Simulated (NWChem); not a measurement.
# CaF cation; SMILES [Ca+][F]

Program: NWChem. Coordinates come from a B3LYP/6-31G* (spherical d) optimisation.

For level N12/def2-SVP:

* **orbital gap (eV)**: 4.35

Task: How do the values read with level KT2/def2-SVP instead?

Result: 
| Property | Value |
|---|---|
| orbital gap (eV) | 4.99 |
